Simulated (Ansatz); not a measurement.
Ansatz (a quantum-chemistry and plane-wave program) input:
A basis named .json is the Basis Set Exchange file of that set.

Ansatz 0.2 input:
```yaml
crystal:
  periodic: [false, false, false]
  atoms:
    - {symbol: C, position_ang: [2.36389568, -0.50611836, 0.09378169]}
    - {symbol: C, position_ang: [1.05243264, 0.09753074, 0.42195681]}
    - {symbol: N, position_ang: [0.10542587, -0.03923120, -0.67853385]}
    - {symbol: C, position_ang: [-1.19191757, 0.58903808, -0.44571356]}
    - {symbol: C, position_ang: [-2.06972335, -0.22162170, 0.49999141]}
    - {symbol: H, position_ang: [2.40974365, -1.35839367, -0.57023767]}
    - {symbol: H, position_ang: [3.25473470, -0.21170496, 0.63004159]}
    - {symbol: H, position_ang: [1.18878484, 1.14958173, 0.73491084]}
    - {symbol: H, position_ang: [0.62280220, -0.40800406, 1.30065814]}
    - {symbol: H, position_ang: [0.52501525, 0.34470937, -1.51629191]}
    - {symbol: H, position_ang: [-1.08795197, 1.61579317, -0.05463768]}
    - {symbol: H, position_ang: [-1.69143771, 0.66948144, -1.41358786]}
    - {symbol: H, position_ang: [-1.63742519, -0.28467250, 1.49989664]}
    - {symbol: H, position_ang: [-2.19683783, -1.23682957, 0.12140730]}
    - {symbol: H, position_ang: [-3.05353350, 0.24168473, 0.59747964]}
basis:
  gaussian:
    orbitals: cc-pVQZ
    fitting: {mean_field: def2-universal-jkfit, correlation: cc-pVQZ-RIFIT.json}
magnetization: {spin_polarized: true, initial_magnetization: 1}
correlation: {method: mp2, electrons: outside_noble_gas}
```

### Question
Predict the final energy.

### Answer
-212.71673 Eh (RI-MP2/cc-pVQZ). The basis has 575 functions.

It need not be the lowest isomer of its formula.
